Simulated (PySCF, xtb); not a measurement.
Ge(F)3(OH) (F3GeHO), SMILES [OH][Ge]([F])([F])[F]. The values are those of a single conformer.

Harmonic wavenumbers (cm⁻¹) from GFN2-xTB in xtb at its own minimum, in rising order: 100, 156, 174, 196, 207, 208, 495, 550, 578, 663, 790, 3568.

**Question.** What does PBE0-D3(BJ)/def2-SVP run with PySCF give at its own minimum? (Estimate from the structure and the level; the computed values follow.)

**Answer.** 71, 206, 223, 258, 270, 273, 719, 783, 796, 805, 901, 3894. Paired by order, the mean absolute difference is 131 cm⁻¹ and the zero-point energies are 11.0 and 13.1 kcal/mol.
